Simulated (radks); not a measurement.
Values are calculated unless marked as measured or tabulated.
Question: Ionisation of neutral arsenic, [Ar] 3d10 4s2 4p3, to As+, [Ar] 3d10 4s2 4p2, under several functionals. Dirac Kohn-Sham, spin-unpolarised, spherical densities, point nucleus; open shells fill j = l - 1/2 first; a radial shooting solver on a logarithmic mesh with Libxc functionals. Known Delta-SCF values: OLYP 8.815 eV; AM05 8.946 eV. What does LDA (Slater exchange, Perdew-Wang correlation) give, and what is its highest occupied eigenvalue?

Answer: 9.145 eV by Delta-SCF; the 4p3/2 eigenvalue is -5.189 eV. NIST: 9.789 eV (measured).

Beside tabulated values, note that spin-unpolarised runs miss the spin-polarisation part of the exchange energy of open shells.
